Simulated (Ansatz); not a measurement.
Consider the redistribution: `[O]=[Mo]([OH])([F])([Cl])[Cl]` + `CN1[SiH2]C1O` → `[O]=[Mo]([OH])([OH])([Cl])[Cl]` + `CN1[SiH2]C1F`.

Program: Ansatz. Geometries: PBE0-D4/def2-TZVP. ΔE: electronic, gas phase. CCSD(T)/CBS adds triple-zeta CCSD(T) − MP2 to the extrapolated MP2 energy (def2 sets, frozen cores). DFT in def2-TZVPP. def2 core potentials past Kr. For Mo outer-core shells are correlated without core-valence functions, which leaves a few kJ/mol of doubt a bond. One conformer a species, not always the lowest.

```json
{"level": "B2PLYP", "ΔE (eV)": "-0.02"}
{"level": "PBE", "ΔE (eV)": "0.05"}
```

**Question.** What does CCSD(T)/CBS give? (An estimate is asked.)

**Answer.** Ansatz gave: -0.04 eV. The listed levels differ from it by 0.02, 0.09 eV.

Largest T1 diagnostic among the species: 0.024, so the coupled-cluster value is less sure than usual.

In def2-TZVPP, CCSD(T) changes the Hartree–Fock value by −0.05 eV (the triples alone add −0.01 eV) and MP2 by −0.07 eV.
